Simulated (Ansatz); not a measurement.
Two isomers of C4H2F4: A = `FC1=C(F)C(F)(F)C1`, B = `FC1(F)C=CC1(F)F`.

Computed with Ansatz on PBE0-D4/def2-TZVP structures; ΔE is electronic, products minus reactants. CCSD(T)/CBS adds triple-zeta CCSD(T) − MP2 to the extrapolated MP2 energy (def2 sets, frozen cores). DFT in def2-TZVPP.

(1) Which isomer does CCSD(T)/CBS put lower? Give the gap. (An estimate is asked.)

(2) Give E(B) − E(A) in kJ/mol with PBE-D4, B2PLYP, HF/def2-TZVPP, PBE0-D4, LDA (SPW92), ωB97M-V, CCSD(T)/def2-SVP. (An estimate is asked.)

(3) Does the order hold for the free energy at 298.15 K (harmonic terms from PBE0-D4)? (An estimate is asked.)

Largest T1 diagnostic: 0.012.

## Answers

(1) Ansatz gave: B, by 36.9 kJ/mol.

(2) Ansatz gave: PBE-D4 -20.3, B2PLYP -31.9, HF/def2-TZVPP -42.8, PBE0-D4 -24.4, LDA (SPW92) -19.6, ωB97M-V -35.3, CCSD(T)/def2-SVP -38.5. None reverses the order clearly.

(3) Computed: Yes: G(B) − G(A) = -36.4 kJ/mol.

Leaving LDA and LC-ωPBE aside and taking each functional with its dispersion term where it has one, the values, not all of them listed here, spread over 15.1 kJ/mol, from BHLYP-D4 to PBE-D4. From BLYP to BHLYP (50 % exact exchange), in def2-TZVPP and without D4, E(B) − E(A) moves by −9.8 kJ/mol.
